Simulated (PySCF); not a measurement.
Compound: C6H3FNP.
Atom-mapped SMILES: `[N:1]#[C:2][c:3]1[cH:4][cH:5][cH:6][c:7]([F:8])[p:9]1` (hydrogens: H10 on C4; H11 on C5; H12 on C6)

Structure used (GFN2-xTB), in Å, numbered top down from 1:
```
atom  x, y, z in Å
N1     3.4797   -1.3216   -0.6523
C2     2.3941   -1.0077   -0.4580
C3     1.0625   -0.6035   -0.2180
C4     0.8184    0.7581   -0.0590
C5    -0.4368    1.2834    0.1797
C6    -1.5691    0.4882    0.2810
C7    -1.5189   -0.8816    0.1507
F8    -2.6882   -1.5513    0.2688
P9    -0.1278   -1.8878   -0.1521
H10    1.6634    1.4304   -0.1270
H11   -0.5436    2.3517    0.2917
H12   -2.5325    0.9409    0.4683
```

The closed-shell ground state was solved at several levels (PySCF, density fitting, gas phase, non-relativistic).

```
              level  basis functions  total energy (Eh)  HOMO (eV)  LUMO (eV)  gap (eV)  dipole (D)
CAM-B3LYP/def2-SVPD              211          -725.8076      -9.06      -1.71      7.35        4.63
      PBE0/pcSseg-1              175          -725.7372      -7.95      -2.75      5.20        4.62
```

Q: What might PBE0/def2-SVPD (211 basis functions) give for the same quantities?

A: Total energy -725.4216 Eh, HOMO -7.94 eV, LUMO -2.73 eV, gap 5.21 eV, dipole 4.66 D.

Q: How far do the dipole and the HOMO energy spread over the levels?

A: The dipole runs from 4.62 to 4.66 D (mean 4.64 D) and the HOMO from -9.06 to -7.94 eV.
